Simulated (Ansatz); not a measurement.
Reaction (atomization): `FC(I)[SiH2]Cl` → C• + Cl• + F• + 3 H• + I• + Si•

Program: Ansatz. Geometries: PBE0-D4/def2-TZVP. ΔE: electronic, gas phase. CBS: MP2 limit from def2 TZ/QZ plus the TZ coupled-cluster correction, frozen cores. This one scheme is used for every species, atoms too. Functionals use def2-TZVPP. HSE06 is defined as in plane-wave codes. Open shells (•) are unrestricted, without spin–orbit coupling. Spin–orbit coupling would lower the free atoms: a little for C, Cl, F, Si; strongly for I. def2 core potentials past Kr. Bonds to I are less sure, by a few kJ/mol each and by 10 to 20 or more in all where they break to atoms, as the def2 sets lack core-valence functions. Each species was taken in one conformer, which may not be the lowest.

`FC(I)[SiH2]Cl`:

Z-matrix (Å, degrees):
```
C
I 1 2.151
Si 1 1.896 2 109.7
F 1 1.370 2 109.8 3 120.7
H 1 1.091 2 104.5 3 -122.8
Cl 3 2.044 1 107.9 2 -68.2
H 3 1.482 1 108.6 2 174.3
H 3 1.477 1 109.6 2 51.9
```

```tsv
level	ΔE (kJ/mol)
PBE-D4	2564.1
revPBE-D4	2494.4
r2SCAN0-D4	2467.6
HSE06-D4	2510.6
ωB97X-V	2517.8
BLYP	2437.0
CCSD/def2-SVP	2275.0
CCSD/def2-TZVPP	2380.3
```

Question: What does CCSD(T)/CBS give? (Estimate.)

Answer: Ansatz gave: +2520.1 kJ/mol. The listed levels differ from it by 44.0, -25.7, -52.5, -9.5, -2.3, -83.1, -245.1, -139.8 kJ/mol.

Largest T1 diagnostic among the species: 0.012.

In def2-TZVPP, CCSD(T) changes the Hartree–Fock value by +662.2 kJ/mol (the triples alone add +51.1 kJ/mol) and MP2 by +732.8 kJ/mol; breaking electron pairs costs correlation energy, which Hartree–Fock lacks. From r2SCAN to r2SCAN0 (25 % exact exchange), in def2-TZVPP and without D4, ΔE moves by −53.7 kJ/mol: exact exchange takes away binding that semilocal exchange gives to molecules. The D4 term adds +40.4 kJ/mol with B3LYP and +21.0 kJ/mol with PBE0; it sums over pairs of atoms, weighted by their polarisabilities, and B3LYP, whose exchange is more repulsive, gets the larger term.

B3LYP here is the variant with VWN-RPA as its local correlation; programs differ in this.

For atomizations the MP2-based limit and the directly extrapolated one differ by several kJ/mol either way, and by 10 to 25 for some Ge, Se and Sn compounds, so smaller differences from it don't rank the levels.
